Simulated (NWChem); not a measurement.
**Atomisation of H6InOP**

```
P
H 1 1.4185
H 1 1.4198 2 97.12
H 1 1.4268 2 97.35 3 -98.05
In 1 2.9434 2 106.71 3 113.19
H 5 1.7255 1 99.21 2 58.45
H 5 1.7344 6 131.05 1 -117.38
O 5 2.0461 6 111.29 7 -164.60
H 8 0.9669 5 112.05 6 163.10
```
Charge 0, spin multiplicity 1.

Program: NWChem. The geometry was optimised at B3LYP/def2-SVP with def2 effective core potentials on In, with no frequency check, so it may be a saddle point. It is one conformer; others weren't searched.

Basis set: def2-TZVP. The atomisation energy is electronic alone: no zero-point, thermal, spin-orbit or counterpoise terms. No value is extrapolated to the basis-set limit. Free atoms are single determinants with multiplicities In 2, H 2, O 3, P 4.

Effective core potentials replace the inner electrons of In; spin-orbit coupling is left out. B3LYP has NWChem's definition, with VWN1-RPA local correlation. The structure started from a generated list of species. The stability of the SCF solutions was not checked. Open-shell Hartree-Fock references start from PBE0 orbitals.

**Question.** Order these methods by the atomisation energy they give, lowest first: LDA (SVWN5), PBE0, BHandHLYP, B3LYP, PBE, HF.

**Answer.** HF (375.7 kcal/mol), BHandHLYP (530.8 kcal/mol), PBE0 (537.3 kcal/mol), B3LYP (545.0 kcal/mol), PBE (546.4 kcal/mol), LDA (SVWN5) (630.6 kcal/mol)
